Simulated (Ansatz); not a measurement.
`C=[C]([AlH2])[GeH3]` + `NB(O)F` → `OB(F)[NH][AlH2]` + `C=[CH][GeH3]`  (ligand exchange at the Al–C bond)

Isolated molecules relaxed with PBE0-D4/def2-TZVP in Ansatz; ΔE leaves out vibrations. CBS: MP2 limit from def2 TZ/QZ plus the TZ coupled-cluster correction, frozen cores. Functionals use def2-TZVPP. For Ge outer-core shells are correlated without core-valence functions, which leaves a few kJ/mol of doubt a bond. Scalar relativity is left out up to krypton. One conformer a species, not always the lowest.

(1) Is it downhill or uphill in electronic energy at CCSD(T)/CBS, and by how much? (Best estimate.)

(2) What do these levels give: PBE-D4, r2SCAN-D4, B2PLYP, PBE, r2SCAN, PBE0, HF/def2-TZVPP, MP2/def2-TZVPP, CCSD/def2-TZVPP, MP2/def2-QZVPP, HF/CBS(def2), CCSD/CBS(def2)? (Estimate.)

Largest T1 diagnostic among the species: 0.012.

Answers

(1) Computed: Downhill: ΔE = -90.0 kJ/mol.

(2) Ansatz gave: PBE-D4 -84.0, r2SCAN-D4 -91.1, B2PLYP -93.4, PBE -86.0, r2SCAN -91.6, PBE0 -86.9, HF/def2-TZVPP -98.0, MP2/def2-TZVPP -90.5, CCSD/def2-TZVPP -93.5, MP2/def2-QZVPP -89.6, HF/CBS(def2) -98.3, CCSD/CBS(def2) -91.7 kJ/mol.

The D4 term adds +3.3 kJ/mol with B3LYP and +1.8 kJ/mol with PBE0; it sums over pairs of atoms, weighted by their polarisabilities, and B3LYP, whose exchange is more repulsive, gets the larger term. In def2-TZVPP, CCSD(T) changes the Hartree–Fock value by +6.2 kJ/mol (the triples alone add +1.7 kJ/mol) and MP2 by +7.5 kJ/mol.

B3LYP here is the variant with VWN-RPA as its local correlation; programs differ in this.
